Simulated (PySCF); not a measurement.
Identify the unknown among the candidates.

All candidates are C5H10O2.

- 1H NMR: chemical shifts (computed TMS as zero) by class: 4.14 (2 H), 2.07 (3 H), 1.70 (2 H), 0.91 (3 H) ppm [GIAO PBE0/pcSseg-1]
- NMR, other nuclei: isotropic shieldings of nuclei other than C and H, by class: -105 (1 O), 118 (1 O) ppm [GIAO PBE0/pcSseg-1]
- Dipole: 1.83 D [PBE0/pcSseg-1]
- 13C NMR: chemical shifts (computed TMS as zero) by class: 176.3 (1 C), 69.2 (1 C), 26.0 (1 C), 23.4 (1 C), 11.2 (1 C) ppm [GIAO PBE0/pcSseg-1]
- Rotational structure: rotational constants A, B, C: 6.883, 1.304, 1.208 GHz [GFN2-xTB]

Electronic properties: PySCF, gas phase, density fitting. Levels stand in brackets. Geometry: GFN2-xTB, one conformer, isolated molecule. NMR values are class means; diastereotopic atoms form classes of their own.

**Question.** Which candidate is it?
A. `CCCOC(C)=O`
B. `CC(C)(C)C(=O)O`
C. `C=C(CCO)OC`
D. `CC[C@@H](C)OC=O`

**Answer.** A. It is `CCCOC(C)=O`. Numbering: `[CH3:1][CH2:2][CH2:3][O:4][C:5]([CH3:6])=[O:7]`. Its formula, C5H10O2, gives 1 degree of unsaturation: 0 rings and 1 π bond in the structure found. 5 carbons fall into 5 classes; from least to most shielded: ester carbonyl carbon [C5] (176.3 ppm), sp3 carbon bound to oxygen [C3] (69.2 ppm), chain CH2 carbon [C2] (26.0 ppm), methyl carbon next to a carbonyl [C6] (23.4 ppm), methyl carbon [C1] (11.2 ppm). Hydrogen classes from least to most shielded: 2 H on an sp3 carbon bound to oxygen, C3 (4.14 ppm, a mean of values up to 1.1 ppm apart in this geometry), 3 H on a methyl carbon next to a carbonyl, C6 (2.07 ppm), 2 H on a chain CH2 carbon, C2 (1.70 ppm, a mean of values up to 0.5 ppm apart in this geometry), 3 H on a methyl carbon, C1 (0.91 ppm, a mean of values up to 0.5 ppm apart in this geometry). The other shieldings belong to: -105 ppm, ester carbonyl oxygen [O7]; 118 ppm, ester single-bonded oxygen [O4]. The optimised geometry has point group C1 and is an asymmetric top.

The others, at the same levels:
- `CC(C)(C)C(=O)O` fails: it has 3 carbon classes against 5; its computed 13C shifts are 183.6 (1 C), 40.5 (1 C), 29.0 (3 C) ppm, 1H shifts are 5.93 (1 H), 1.29 (9 H) ppm and rotational constant A is 3.348 GHz (against 6.883 GHz).
- `C=C(CCO)OC` fails: its computed 13C shifts are 175.3 (1 C), 84.5 (1 C), 69.4 (1 C), 55.9 (1 C), 43.6 (1 C) ppm, 1H shifts are 4.13 (1 H), 3.99 (2 H), 3.89 (1 H), 3.75 (3 H), 2.35 (1 H), 2.25 (2 H) ppm and rotational constant A is 3.951 GHz (against 6.883 GHz).
- `CC[C@@H](C)OC=O` fails: its computed 13C shifts are 165.7 (1 C), 74.3 (1 C), 33.3 (1 C), 23.1 (1 C), 13.3 (1 C) ppm, 1H shifts are 8.18 (1 H), 4.97 (1 H), 1.64 (1 H), 1.42 (1 H), 1.32 (3 H), 1.08 (3 H) ppm and rotational constant A is 3.792 GHz (against 6.883 GHz).

Each candidate is one conformer, not necessarily the lowest. The conformers computed, where there is a choice (atom-mapped SMILES and torsion angles):
- `[CH3:1][CH2:2][CH2:3][O:4][C:5]([CH3:6])=[O:7]`: C1–C2–C3–O4 178°, C2–C3–O4–C5 84°, C3–O4–C5–C6 179°
- `[CH3:1][C:2]([CH3:3])([CH3:4])[C:5](=[O:6])[OH:7]`: C1–C2–C5–O6 0°, H–O7–C5–C2 180°
- `[CH2:1]=[C:2]([CH2:3][CH2:4][OH:5])[O:6][CH3:7]`: C1–C2–C3–C4 -114°, C2–C3–C4–O5 -73°, C1–C2–O6–C7 1°, H–O5–C4–C3 45°
- `[CH3:1][CH2:2][C@@H:3]([CH3:4])[O:5][CH:6]=[O:7]`: C1–C2–C3–C4 175°, C2–C3–O5–C6 150°, C3–O5–C6–O7 0°
